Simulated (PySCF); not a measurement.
Lewis adduct: BH3 (SMILES B) (first 4 atoms) with CH4O (SMILES CO); geometry from B3LYP-D3(BJ)/def2-TZVP, rigid monomers moved along the line of their centres of mass till B1···O6 is 2.32 Å.
(charge 0, multiplicity 1):
```xyz
10

B      0.0314    -0.0098     0.7831
H     -0.3262     1.1245     0.6106
H     -0.6037    -0.8514     0.2043
H      1.2284    -0.1728     0.7716
C      0.2602     0.5446     4.0209
O     -0.4272    -0.2663     3.0436
H     -0.0960     0.2794     5.0149
H      0.0019     1.5725     3.7868
H      1.3374     0.4048     3.9330
H     -0.2860    -1.2035     3.2262
```

Counterpoise-corrected where a basis set is named; no monomer relaxation. Rows marked so take none.

Rows in 3-21G, 6-31G*, STO-3G carry no dispersion term and start afresh at each structure (6-31G* with six Cartesian d functions).

Run with PySCF for 3-21G rows, 6-31G* rows, STO-3G rows. Values without a source in brackets are computed.

Problem. One of these levels gives -907.5 meV for the interaction energy. Which?
A) HF/STO-3G (no counterpoise)
B) HF/6-31G* (no counterpoise)
C) HF/6-31G*
D) HF/3-21G (no counterpoise)

Solution. D, HF/3-21G (no counterpoise). The others give -809.2 (HF/STO-3G (no counterpoise)), -498.4 (HF/6-31G*), -555.4 (HF/6-31G* (no counterpoise))
